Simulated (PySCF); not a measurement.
chloro(fluoromethyl)silane (CH4ClFSi), SMILES C([SiH2]Cl)F. Atoms are numbered in the order given.

```xyz
8

F      1.9571    -0.2231     0.7951
C      1.3016    -0.8718    -0.2399
Si    -0.5679    -0.6934    -0.0227
Cl    -1.0860     1.2917    -0.2482
H      1.6295    -0.4431    -1.2039
H      1.5880    -1.9404    -0.2375
H     -0.9704    -1.1369     1.3347
H     -1.2567    -1.4912    -1.0726
```
Charge 0, spin multiplicity 1.

Coordinates come from a ωB97X-D3(BJ)/def2-SVP optimisation. One conformer was computed; it need not be the lowest.

Two levels are set side by side: PBE/pcSseg-1 (PySCF) and HF/pcSseg-1 (PySCF). GIAO shifts against CFCl3 (¹⁹F), HCl (³⁵Cl), TMS (²⁹Si), TMS (¹H), TMS (¹³C) at the same level; non-relativistic, no solvent, atoms listed together averaged. Without spin–orbit terms, shifts of atoms bonded to Cl or Br come out too high at both levels. Differences are taken from unrounded values.

```
quantity                  HF     PBE  PBE minus HF
--------------------  ------  ------  ------------
δ(¹⁹F) of F1 (ppm)    -257.9  -317.7         -59.9
δ(¹³C) of C2 (ppm)      72.6    85.1          12.5
δ(²⁹Si) of Si3 (ppm)   -13.7    -8.7           5.0
δ(³⁵Cl) of Cl4 (ppm)   -84.8   -53.6          31.3
```

Rough cost on one machine, each run with all the roots and properties that it gave: HF against PBE within a factor of 2.
